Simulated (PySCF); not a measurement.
In(H)2(SH) (H₃InS), SMILES [InH2][SH].

Coordinates come from a B3LYP-D3(BJ)/def2-TZVP optimisation. The def2 effective core potentials stand for the cores of In; spin–orbit coupling is left out.

These are PySCF 2.14.0 with TDA-CAM-B3LYP/def2-TZVPD values and carry that method's errors.

Vertical excitations.  State labels are in the subgroup Cs.

```
state  symmetry  energy (eV)  λ (nm)      f                                                  main pairs
-----  --------  -----------  ------  -----  ----------------------------------------------------------
S1           A'         5.01     247  0.039                                              HOMO→LUMO 90 %
S2           A"         5.16     240  0.002                                            HOMO−1→LUMO 97 %
S3           A"         5.60     221  0.000                                            HOMO−2→LUMO 97 %
S4           A"         5.65     219  0.054                                            HOMO→LUMO+1 89 %
S5           A"         6.04     205  0.022        HOMO→LUMO+2 61 %, HOMO→LUMO+9 14 %, HOMO→LUMO+3 11 %
S6           A'         6.87     181  0.187                      HOMO−1→LUMO+1 48 %, HOMO−1→LUMO+2 33 %
S7           A'         7.18     173  0.449  HOMO−1→LUMO+1 38 %, HOMO−1→LUMO+2 34 %, HOMO−1→LUMO+3 13 %
S8           A"         7.37     168  0.062                          HOMO→LUMO+3 60 %, HOMO→LUMO+2 21 %
S9           A'         7.51     165  0.107                      HOMO−2→LUMO+1 71 %, HOMO−2→LUMO+3 13 %
S10          A"         7.55     164  0.001        HOMO→LUMO+4 58 %, HOMO→LUMO+3 18 %, HOMO→LUMO+9 13 %
T1           A'         4.31     288      0                                              HOMO→LUMO 96 %
T2           A"         4.84     256      0                                            HOMO−1→LUMO 91 %
T3           A"         5.16     240      0                                            HOMO−2→LUMO 90 %
T4           A"         5.27     235      0                                            HOMO→LUMO+1 80 %
```
Triplets are in the Tamm–Dancoff approximation.
